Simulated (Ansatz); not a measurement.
Calculated with Ansatz (gas phase, PBE0-D4/def2-TZVP geometries, no zero-point term in ΔE). CCSD(T)/CBS is the MP2 limit (def2-TZVPP, def2-QZVPP) plus CCSD(T) − MP2 in def2-TZVPP, frozen cores. This one scheme is used for every species. Functionals use def2-TZVPP. Elements past krypton have def2 core potentials. For Sn outer-core shells are correlated without core-valence functions, which leaves a few kJ/mol of doubt a bond. Each species was taken in one conformer, which may not be the lowest.

Consider the cleavage of the Sn–Si bond: `[CH3][SnH2][SiH2]N` + `N=C=O` → `[CH3][SnH2][N]=C=O` + `N[SiH3]`.

```csv
level,ΔE (kcal/mol)
PBE,-4.3
r2SCAN,-7.2
CCSD/def2-TZVPP,-10.9
HF/CBS(def2),-16.6
```

(1) What does CCSD(T)/CBS give? (Estimate.)

Largest T1 diagnostic among the species: 0.018.

Answers

(1) The calculation gave: -9.4 kcal/mol. The listed levels differ from it by 5.1, 2.2, -1.5, -7.2 kcal/mol.

From PBE to PBE0 (25 % exact exchange), in def2-TZVPP and without D4, ΔE moves by −1.9 kcal/mol. In def2-TZVPP, CCSD(T) changes the Hartree–Fock value by +6.0 kcal/mol (the triples alone add +0.6 kcal/mol) and MP2 by +5.2 kcal/mol. The D4 term adds +0.8 kcal/mol with B3LYP and +0.5 kcal/mol with PBE0; it sums over pairs of atoms, weighted by their polarisabilities, and B3LYP, whose exchange is more repulsive, gets the larger term.

B3LYP here is the variant with VWN-RPA as its local correlation; programs differ in this.
